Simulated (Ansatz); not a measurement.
Al₂F₆ (`[F][Al-]1([F])[F+][Al-]([F])([F])[F+]1`) at its PBE0-D4/def2-TZVP geometry, where that method's forces vanish. Charge 0, multiplicity 1.

```tsv
atom	x (Å)	y (Å)	z (Å)
F1	-1.639	1.589	-1.184
Al2	-1.156	0.724	0.107
F3	-1.964	0.669	1.519
F4	-0.610	-0.917	-0.386
Al5	1.156	-0.724	-0.107
F6	1.639	-1.589	1.184
F7	1.964	-0.669	-1.519
F8	0.610	0.917	0.386
```

Problem. For each bond, give half the difference of the two atoms' forces along it (eV/Å; positive pushes the atoms apart) under PBE-D4, r2SCAN-D4, B3LYP-D4, ωB97M-V in def2-TZVPP. (An estimate is asked.)

Solution. Computed: 
```
   bond  length (Å)  PBE-D4  r2SCAN-D4  B3LYP-D4  ωB97M-V
 F1–Al2       1.628    0.29       0.04      0.07     0.06
 Al2–F3       1.628    0.29       0.04      0.07     0.06
 Al2–F4       1.798    0.16       0.00      0.06     0.06
 Al2–F8       1.798    0.16       0.00      0.06     0.06
 F4–Al5       1.798    0.16       0.00      0.06     0.06
 Al5–F6       1.628    0.29       0.04      0.07     0.06
 Al5–F7       1.628    0.29       0.04      0.07     0.06
 Al5–F8       1.798    0.16       0.00      0.06     0.06
```

B3LYP here is the variant with VWN-RPA as its local correlation; programs differ in this.
